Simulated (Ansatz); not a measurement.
The first iterations of a band of a periodic cell of 17 atoms, Li₁₆Si (surface Li(110), adsorbate Si).

All numbers below come from DFT PBE, scalar-relativistic, plane waves, PAW (Ansatz 0.2.0). Settings: cutoff 420 eV, k mesh 3x3x1, gaussian smearing 0.05 eV, no spin polarisation.

```
movable images  : 7
climbing image  : yes
spring          : 5.0 eV/Å²
optimiser       : quadratic models (default)
start path      : IDPP
force threshold : 0.05 eV/Å
iteration limit : 14
end points      : relaxed
atoms held      : 1 to 4
```

Image 0:

```xyz
17
Lattice="6.9800 0.0000 0.0000 3.4900 4.9356 0.0000 0.0000 0.0000 19.4034" Properties=species:S:1:pos:R:3
Li 0.000 2.468 1.000
Li 3.490 2.468 1.000
Li 1.745 4.936 1.000
Li 5.235 4.936 1.000
Li -0.167 -0.251 3.391
Li 3.693 -0.473 3.288
Li 1.887 1.850 3.341
Li 5.126 2.323 3.265
Li 0.079 2.377 5.526
Li 3.257 2.786 5.815
Li 1.517 5.448 5.770
Li 5.392 4.714 5.754
Li -0.051 0.175 7.968
Li 3.313 0.901 8.172
Li 0.901 3.071 8.010
Li 5.320 2.959 9.967
Si 5.294 2.649 7.543
```

Image 8:

```xyz
17
Lattice="6.9800 0.0000 0.0000 3.4900 4.9356 0.0000 0.0000 0.0000 19.4034" Properties=species:S:1:pos:R:3
Li 0.000 2.468 1.000
Li 3.490 2.468 1.000
Li 1.745 4.936 1.000
Li 5.235 4.936 1.000
Li -0.109 -0.145 3.265
Li 3.632 -0.618 3.341
Li 1.948 1.995 3.288
Li 5.068 2.217 3.391
Li 0.157 2.246 5.754
Li 3.262 2.980 5.770
Li 1.512 5.254 5.815
Li 5.314 4.845 5.526
Li 0.085 0.491 9.967
Li 2.646 0.603 8.010
Li 1.568 3.369 8.172
Li 5.184 2.643 7.968
Si 7.039 0.181 7.543
```

| iteration | highest image above the first end (eV) | largest band force component (eV/Å) |
| --- | --- | --- |
| 1 | 0.949 | 0.360 |
| 2 | 0.776 | 0.220 |

**Question.** Does the band converge within its limit, and where does its top end?

**Answer.** The forces met the threshold. It ended after 8 iterations with the highest image 0.347 eV above the first end. The profile has 2 maxima (images 3, 7) with wells between them (image 6): this band takes more than one step, which may be the mechanism or a detour left from its start path. The order of the stationary point at the top wasn't checked. Limits of this set-up: coarse k mesh, thin slab, slab without dipole correction.

The run took 11 min on 1 thread of Intel(R) Xeon(R) Platinum 8559C (Emerald Rapids), on a shared host, peak memory 1.2 GiB.
